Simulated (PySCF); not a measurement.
Isomers of C2H9FSi4. Method: TDDFT CAM-B3LYP/def2-SVPD, vertical, gas phase, core orbitals frozen in the response in PySCF. Geometries: GFN2-xTB; one conformer of each isolated species. Triplets are in the Tamm–Dancoff approximation.

Question: Rank by computed HOMO–LUMO gap, lowest first.
A. `C#C[SiH2][Si](F)([SiH3])[SiH3]`
B. `C#C[Si@@H](F)[SiH2][SiH2][SiH3]`
C. `C=C[Si]1(F)[SiH2][SiH2][SiH2]1`
D. `C#C[SiH2][Si@H](F)[SiH2][SiH3]`
E. `F[Si@@H]1C([SiH3])=C[Si@@H]1[SiH3]`

Answer: C (7.58 eV), E (8.52 eV), A (8.70 eV), D (8.83 eV), B (9.24 eV).

| SMILES | gap (eV) | T1 (eV) | S1 (eV) | HOMO (eV) | first f ≥ 0.01 (nm) | LUMO (eV) | S1 mainly |
| --- | --- | --- | --- | --- | --- | --- | --- |
| C=C[Si]1(F)[SiH2][SiH2][SiH2]1 | 7.58 | 3.82 | 4.16 | -8.39 | 208 | -0.81 | H→L (95%) |
| F[Si@@H]1C([SiH3])=C[Si@@H]1[SiH3] | 8.52 | 4.15 | 4.80 | -8.74 | 220 | -0.22 | H→L (82%) |
| C#C[SiH2][Si](F)([SiH3])[SiH3] | 8.70 | 4.84 | 5.49 | -9.11 | 226 | -0.40 | H→L (90%) |
| C#C[SiH2][Si@H](F)[SiH2][SiH3] | 8.83 | 4.93 | 5.57 | -9.19 | 206 | -0.36 | H→L (88%) |
| C#C[Si@@H](F)[SiH2][SiH2][SiH3] | 9.24 | 4.94 | 5.62 | -9.41 | 221 | -0.16 | H→L (62%) |

H and L stand for HOMO and LUMO.

- `C=C[Si]1(F)[SiH2][SiH2][SiH2]1`: Löwdin shares by element: HOMO silicon 67% (atoms not listed hold the other 33%); LUMO silicon 75% (atoms not listed hold the other 25%).
- `F[Si@@H]1C([SiH3])=C[Si@@H]1[SiH3]`: Löwdin shares by element: HOMO silicon 45% or more, carbon 25% or more (atoms not listed hold the other 30%); LUMO carbon 45%, silicon 26% or more (atoms not listed hold the other 29%).
- `C#C[SiH2][Si](F)([SiH3])[SiH3]`: Löwdin shares by element: HOMO silicon 37% or more, carbon 34% (atoms not listed hold the other 29%); LUMO silicon 71% (atoms not listed hold the other 29%).
- `C#C[SiH2][Si@H](F)[SiH2][SiH3]`: Löwdin shares by element: HOMO silicon 47% or more, carbon 14% or more (atoms not listed hold the other 39%); LUMO silicon 62% or more, hydrogen 7% or more (atoms not listed hold the other 31%).
- `C#C[Si@@H](F)[SiH2][SiH2][SiH3]`: Löwdin shares by element: HOMO silicon 37% or more, carbon 34% (atoms not listed hold the other 29%); LUMO silicon 42% or more, carbon 25% (atoms not listed hold the other 32%).
